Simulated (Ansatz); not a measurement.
A further run on Ni2O2.

```yaml
crystal:
  periodic: [false, false, false]
  atoms:
    - {symbol: Ni, position_ang: [-0.126834, -0.384074, 0.335136]}
    - {symbol: Ni, position_ang: [0.075913, 1.353152, -1.084782]}
    - {symbol: O, position_ang: [1.216002, 0.237375, -0.513018]}
    - {symbol: O, position_ang: [-1.165082, -1.206452, 1.262665]}
basis:
  gaussian: {orbitals: def2-mTZVP, nuclear_model: gaussian}
hamiltonian: {xc: {name: PBE0}, dispersion: d4}
output: {forces: true}
```

```sh
$ ansatz run in.yaml --threads 4 --pin off --events-out ev --progress --plain --max-ram 3916MiB
```

Shortened log:

```
Functional definition: PBE0
1128 factors; integrals over basis functions are off by at most 2.5e-4 eV
mean field evaluation 1: about -86151.4855 eV, gradient 9.4e1 eV
mean field evaluation 2: about -85838.4153 eV, gradient 5.0e2 eV
mean field evaluation 4: about -86151.9286 eV, gradient 7.4e1 eV
mean field evaluation 8: about -86161.3325 eV, gradient 5.8e0 eV
mean field evaluation 16: about -86161.5858 eV, gradient 1.4e-1 eV
mean field evaluation 32: about -86161.5865 eV, gradient 1.2e-4 eV
mean field -86161.58645225 eV, -3166.3798996994 hartree, gradient 4.3e-5 eV, S^2 0.000000; 4 other end points of the search recorded, 0 dependent functions left out
reference -86161.58648682 eV, -3166.3799009699 hartree; 36, 36 occupied and 78, 78 virtual orbitals, 1128 factors
Total energy: -86161.66814772 eV, -3166.3829019525 hartree
Atom 0 at    -0.126834    -0.384074     0.335136 Å, force     0.420556    -0.638227     0.388321 eV/Å
Atom 1 at     0.075913     1.353152    -1.084782 Å, force    -0.127804     0.221796    -0.139344 eV/Å
Atom 2 at     1.216002     0.237375    -0.513018 Å, force    -0.465626    -0.111787     0.212714 eV/Å
Atom 3 at    -1.165082    -1.206452     1.262665 Å, force     0.172874     0.528219    -0.461691 eV/Å
Dipole moment:    -0.020420     1.011330    -0.790718 e Å
```

Run time 3.8 s (4 threads of Arm Neoverse V2 on a shared host).

The restricted singlet is unstable towards broken spin symmetry at other levels; at RKS PBE0/def2-mTZVP this wasn't settled.
